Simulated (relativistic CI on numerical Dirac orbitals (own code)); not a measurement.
Zn³⁺: L2,3 absorption edge

Computed with this model: Dirac-Coulomb-Breit CI, orbitals from a KLI potential per configuration, model QED, valence Slater integrals scaled by 0.8, multiplet model of core-to-valence dipole absorption; configurations [Ar] 3d9 → [He] 2s2 2p5 3s2 3p6 3d10; 300 K; Lorentzian 0.24 eV and Gaussian 0.3 eV FWHM. Energies are those of the free ion, without screening or charge transfer. The branching ratio is the share of the lower-energy edge in the whole absorption, uncertain by about 0.02 where the edges overlap. S is read from ⟨S²⟩ = S(S + 1).

Field parameters in Wybourne normalisation: Oh B⁴₀ = 21Dq, B⁴₄ = √(5/14) B⁴₀. The field is a parameter set, without covalency.

free ion: ground-state S = 0.50, centroid 1013.92 eV. Peaks (eV, height): 1013.9 (100).

Oh, 10Dq = 4100 cm⁻¹: ground-state S = 0.50, centroid 1017.36 eV, branching ratio 0.863. Peaks (eV, height): 1014.1 (100), 1037.6 (16).

Oh, 10Dq = 9300 cm⁻¹: ground-state S = 0.50, centroid 1019.72 eV, branching ratio 0.777. Peaks (eV, height): 1014.5 (100), 1038.0 (28).

Oh, 10Dq = 14500 cm⁻¹: ground-state S = 0.50, centroid 1020.87 eV, branching ratio 0.745. Peaks (eV, height): 1014.9 (100), 1038.3 (34).

Oh, 10Dq = 19700 cm⁻¹: ground-state S = 0.50, centroid 1021.64 eV, branching ratio 0.728. Peaks (eV, height): 1015.3 (100), 1038.7 (38).

Oh, 10Dq = 24850 cm⁻¹: ground-state S = 0.50, centroid 1022.26 eV, branching ratio 0.718. Peaks (eV, height): 1015.6 (100), 1039.1 (41).

The statistical ratio of this edge is 2/3 = 0.667. Values above it arise where the holes sit mainly in the j = l + 1/2 valence subshell or the ground state has high spin; values below it where core-valence Coulomb terms move weight to the upper edge, as in nearly empty shells.

Strongest unbroadened transitions for Oh, 10Dq = 4100 cm⁻¹:

```csv
Energy (eV),Relative strength
1014.14,100.0
1037.59,15.9
```
